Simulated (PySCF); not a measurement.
C₂H₆ClGa, singlet, geometry from GFN2-xTB (such geometries of metal compounds can be far from the true shape); BHANDHLYP/6-31G* in PySCF.

Here is a job for PySCF.
```python
from pyscf import gto, scf, dft

mol = gto.Mole()
mol.atom = '''
    Ga   -0.238826    0.100834   -0.140928
    C    -1.801463   -1.215728   -0.233938
    H    -1.489747   -2.112350   -0.776704
    H    -2.677611   -0.793048   -0.726654
    H    -2.077411   -1.521984    0.778831
    C    -0.065049    2.001846   -0.875734
    H     0.732351    2.031670   -1.623405
    H     0.216980    2.678727   -0.064580
    H    -0.987966    2.361123   -1.332046
    Cl    1.463887   -0.616864    0.868903
'''
mol.basis = '6-31g*'
mol.charge = 0
mol.spin = 0
mol.verbose = 4
mol.build()

mf = dft.RKS(mol)
mf.xc = 'bhandhlyp'
mf.grids.atom_grid = (99, 590)
mf.grids.prune = None
mf.kernel()
```

**Question.** Predict the main parts of the log of this PySCF run.

**Answer.** 
```
PySCF version 2.14.0

[INPUT] verbose = 4
[INPUT] num. atoms = 10
[INPUT] num. electrons = 66
[INPUT] charge = 0
[INPUT] spin (= nelec alpha-beta = 2S) = 0
[INPUT] symmetry False subgroup None
[INPUT] Mole.unit = angstrom
[INPUT] Symbol           X                Y                Z      unit          X                Y                Z       unit  Magmom
[INPUT]  1 Ga    -0.238826000000   0.100834000000  -0.140928000000 AA   -0.451315731425   0.190548644044  -0.266315323283 Bohr   0.0
[INPUT]  2 C     -1.801463000000  -1.215728000000  -0.233938000000 AA   -3.404271693537  -2.297392961965  -0.442078750129 Bohr   0.0
[INPUT]  3 H     -1.489747000000  -2.112350000000  -0.776704000000 AA   -2.815213824892  -3.991762979225  -1.467757839854 Bohr   0.0
[INPUT]  4 H     -2.677611000000  -0.793048000000  -0.726654000000 AA   -5.059951458123  -1.498643523634  -1.373177047320 Bohr   0.0
[INPUT]  5 H     -2.077411000000  -1.521984000000   0.778831000000 AA   -3.925737838159  -2.876132925970   1.471777287321 Bohr   0.0
[INPUT]  6 C     -0.065049000000   2.001846000000  -0.875734000000 AA   -0.122924794677   3.782940683556  -1.654897417970 Bohr   0.0
[INPUT]  7 H      0.732351000000   2.031670000000  -1.623405000000 AA    1.383942817051   3.839299875495  -3.067790839250 Bohr   0.0
[INPUT]  8 H      0.216980000000   2.678727000000  -0.064580000000 AA    0.410032774508   5.062060392478  -0.122038513124 Bohr   0.0
[INPUT]  9 H     -0.987966000000   2.361123000000  -1.332046000000 AA   -1.866985160382   4.461875816411  -2.517202125322 Bohr   0.0
[INPUT] 10 Cl     1.463887000000  -0.616864000000   0.868903000000 AA    2.766345507311  -1.165704016104   1.641988698813 Bohr   0.0

nuclear repulsion = 340.705483283049
number of shells = 44
number of NR pGTOs = 224
number of NR cGTOs = 90
basis = 6-31g*
ecp = {}

******** <class 'pyscf.dft.rks.RKS'> ********
method = RKS
initial guess = minao
damping factor = 0
level_shift factor = 0
DIIS = <class 'pyscf.scf.diis.CDIIS'>
diis_start_cycle = 1
diis_space = 8
diis_damp = 0
SCF conv_tol = 1e-09
SCF conv_tol_grad = None
SCF max_cycles = 50
direct_scf = True
direct_scf_tol = 1e-13
XC library pyscf.dft.libxc version 7.1.2
    S. Lehtola, C. Steigemann, M. J. T. Oliveira, and M. A. L. Marques,  SoftwareX 7, 1–5 (2018)
XC functionals = bhandhlyp
    A. D. Becke,  J. Chem. Phys. 98, 1372 (1993)
    Defined through Gaussian implementation.
radial grids:
    Treutler-Ahlrichs [JCP 102, 346 (1995); DOI:10.1063/1.469408] (M4) radial grids

becke partition: Becke, JCP 88, 2547 (1988); DOI:10.1063/1.454033
pruning grids: None
grids dens level: 3
symmetrized grids: False
atomic radii adjust function: <function treutler_atomic_radii_adjust>
User specified grid scheme (99, 590)
small_rho_cutoff = 0
Set gradient conv threshold to 3.16228e-05
Initial guess from minao.
tot grids = 584104
init E= -2464.043389769
  HOMO = -0.307791726756311  LUMO = -0.0320567267478571  gap/eV = 7.50313
cycle= 1 E= -2464.50322037274  delta_E= -0.46  |g|= 0.504  |ddm|= 2.75
  HOMO = -0.290259734974891  LUMO = -0.0190653396270903  gap/eV = 7.37958
cycle= 2 E= -2464.5175309038  delta_E= -0.0143  |g|= 0.507  |ddm|= 0.964
  HOMO = -0.315020391538515  LUMO = -0.00540743075834982  gap/eV = 8.42500
cycle= 3 E= -2464.55875618457  delta_E= -0.0412  |g|= 0.0417  |ddm|= 0.421
  HOMO = -0.319788786143651  LUMO = -0.00538589526430266  gap/eV = 8.55534
cycle= 4 E= -2464.5590002437  delta_E= -0.000244  |g|= 0.0153  |ddm|= 0.0482
  HOMO = -0.318100677331342  LUMO = -0.00489042108431592  gap/eV = 8.52289
cycle= 5 E= -2464.55905974321  delta_E= -5.95e-05  |g|= 0.00139  |ddm|= 0.0196
  HOMO = -0.318247855472944  LUMO = -0.00491899437619558  gap/eV = 8.52611
cycle= 6 E= -2464.55906019939  delta_E= -4.56e-07  |g|= 0.000756  |ddm|= 0.00278
  HOMO = -0.31822544266322  LUMO = -0.00492427384764627  gap/eV = 8.52536
cycle= 7 E= -2464.55906037432  delta_E= -1.75e-07  |g|= 6.85e-05  |ddm|= 0.000962
  HOMO = -0.318241905948843  LUMO = -0.00493660587384648  gap/eV = 8.52547
cycle= 8 E= -2464.55906037617  delta_E= -1.86e-09  |g|= 2.09e-05  |ddm|= 0.000181
  HOMO = -0.318237698495814  LUMO = -0.00493172336654357  gap/eV = 8.52549
cycle= 9 E= -2464.55906037632  delta_E= -1.49e-10  |g|= 3.88e-06  |ddm|= 3.68e-05
  HOMO = -0.318238135577703  LUMO = -0.00493223501333873  gap/eV = 8.52549
Extra cycle  E= -2464.55906037633  delta_E= -7.73e-12  |g|= 2.39e-06  |ddm|= 1.1e-05
converged SCF energy = -2464.55906037633
```
